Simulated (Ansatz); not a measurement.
Input file for Ansatz (a program for electronic structure): R-CCSD(T)/aug-cc-pV(D+d)Z on H4OSi (SMILES O[SiH3]) with ghost functions, monomers drawn apart or pushed together. Files ending in .json are basis or fitting sets from the Basis Set Exchange.

Ansatz 0.2 input:
```yaml
crystal:
  periodic: [false, false, false]
  atoms:
    - {symbol: O, position_ang: [-0.49994589, 1.02269537, 2.83267398]}
    - {symbol: Si, position_ang: [-0.06257363, -0.35838993, 3.58776043]}
    - {symbol: H, position_ang: [-0.43319946, 1.06219376, 1.84615460]}
    - {symbol: H, position_ang: [-0.88098894, -1.52568342, 3.15623677]}
    - {symbol: H, position_ang: [-0.24810527, -0.15933920, 5.04205077]}
    - {symbol: H, position_ang: [1.35970734, -0.71952429, 3.33208551]}
basis:
  gaussian:
    orbitals: aug-cc-pV_D+d_Z.json
    ghost_atoms:
      - {symbol: C, position_ang: [0.23804073, -0.36064253, -0.12008855]}
      - {symbol: N, position_ang: [-0.26850730, 0.97108247, 0.23592827]}
      - {symbol: H, position_ang: [-0.45842737, -1.11575692, 0.24455566]}
      - {symbol: H, position_ang: [1.19231935, -0.52429248, 0.38071084]}
      - {symbol: H, position_ang: [0.38087055, -0.51185249, -1.19491902]}
      - {symbol: H, position_ang: [-1.16393466, 1.14785143, -0.20460522]}
      - {symbol: H, position_ang: [0.36595924, 1.69608732, -0.07860306]}
magnetization: {spin_polarized: false}
correlation: {method: ccsd_t, electrons: outside_noble_gas}
scf: {lower_state_search: off}
```

It printed:

```
WARN ansatz: RAYON_NUM_THREADS=1 ignored (pool sized by the plan → 1); use --threads N
Functional definition: HF
these checks for a lower state are left out or cut short: stability, starts, cluster_reference, orbital_swaps, neighbouring_geometries, increment
integrals: 0.66 GiB planned
1571 factors; integrals over basis functions are off by at most 1.1e-3 eV
mean field: 0.48 GiB planned
mean field evaluation 1: about -9961.7439 eV, gradient 3.4e1 eV
mean field evaluation 2: about -9961.7440 eV, gradient 3.4e1 eV
mean field evaluation 4: about -9964.0849 eV, gradient 2.3e0 eV
mean field evaluation 8: about -9964.1084 eV, gradient 4.0e-4 eV
mean field -9964.10840782 eV, -366.1742300720 hartree, gradient 6.4e-7 eV, S^2 0.000000; 0 other end points of the search recorded, 0 dependent functions left out
6 core orbitals not correlated
reference -9964.10840782 eV, -366.1742300720 hartree; 7, 7 occupied and 169, 169 virtual orbitals, 1571 factors
second order -8.66954132 eV of doubles, -0.00000000 eV of singles
coupled cluster: 1.92 GiB planned
cycle   1  -9.09447860 eV  change   -4.2e-1 eV  update   7.5e-2
cycle   2  -9.36527086 eV  change   -2.7e-1 eV  update   2.2e-2
cycle   3  -9.43230650 eV  change   -6.7e-2 eV  update   1.1e-2
cycle   4  -9.42833153 eV  change    4.0e-3 eV  update   2.2e-3
cycle   5  -9.42800735 eV  change    3.2e-4 eV  update   8.2e-4
cycle   6  -9.42826592 eV  change   -2.6e-4 eV  update   2.2e-4
cycle   7  -9.42818502 eV  change    8.1e-5 eV  update   8.1e-5
cycle   8  -9.42815372 eV  change    3.1e-5 eV  update   2.7e-5
cycle   9  -9.42815682 eV  change   -3.1e-6 eV  update   1.1e-5
perturbative correction -0.23749558 eV, -0.0087278015 hartree
Total energy: -9973.77406022 eV, -366.5294362462 hartree
Checks for a lower state left out: stability, starts, cluster_reference, orbital_swaps, neighbouring_geometries, increment
```

Self-consistency was reached.

Cost: roughly 23 core-seconds.
